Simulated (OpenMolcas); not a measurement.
**Ar³⁺: Slater's ratio, worked from levels**

```json
{
  "Program": "OpenMolcas 26.06",
  "Basis": "ANO-R3 [6s5p4d2f1g]",
  "Scalar Hamiltonian": "X2C, finite nucleus",
  "Active space": "5 electrons in 4 orbitals (3s 3p)",
  "State averaging": "2S+1 = 4 odd, 1 root; 2S+1 = 2 odd, 8 roots; 2S+1 = 4 even, 3 roots; 2S+1 = 2 even, 9 roots",
  "Spin-orbit coupling": "state interaction with AMFI integrals over the reference wave functions, term energies averaged over their components"
}
```

Methods: CASSCF; SS-CASPT2, IPEA 0.25 Eh, imaginary shift 0.1 Eh (closed shells correlated: 2s 2p). Measured levels: Saloman, J. Phys. Chem. Ref. Data 39, 033101 (2010).

**Slater's ratio.** With one set of orbitals, p3 has ²D° - ⁴S° = 9 F2 and ²P° - ²D° = 6 F2 (F2 = F²/25), a ratio of 2/3. Term energies are centres of gravity, weighted by 2J + 1.

```json
{"Source": "CASSCF", "²D° - ⁴S°": "26027", "²P° - ⁴S°": "36369", "F2 from the first": "2892", "Ratio": "0.397"}
{"Source": "SS-CASPT2", "²D° - ⁴S°": "21497", "²P° - ⁴S°": "35310", "F2 from the first": "2389", "Ratio": "0.643"}
{"Source": "measured", "²D° - ⁴S°": "21168", "²P° - ⁴S°": "34973", "F2 from the first": "2352", "Ratio": "0.652"}
```

Energies in cm-1. A ratio away from 2/3 shows effects beyond one configuration with one set of orbitals, and in heavier atoms second-order spin-orbit shifts. In CASSCF the valence s occupation is 1.95 in ²P° against 2.00 in ²D°: mixing out of s² acts most on ²P° and pulls it down.

CASPT2 does not keep the components of a term degenerate, so their means are used; among the terms shown or strongly mixed into the levels shown the widest spread is 250 cm-1 (3s² 3p³ ²D°, SS-CASPT2). Over all roots computed the reference weight is 0.88 to 0.96 in SS-CASPT2; the roots of lowest weight are the least certain, and an intruder state may touch them. Measured partners are found by configuration, term and J. A level has none where our copy of the source lacks it or the pairing is in doubt (some pairs that miss far off the trend of their configuration count as doubtful), and it then counts in no deviation. Levels of configurations outside the active space are missing.

° marks odd parity.
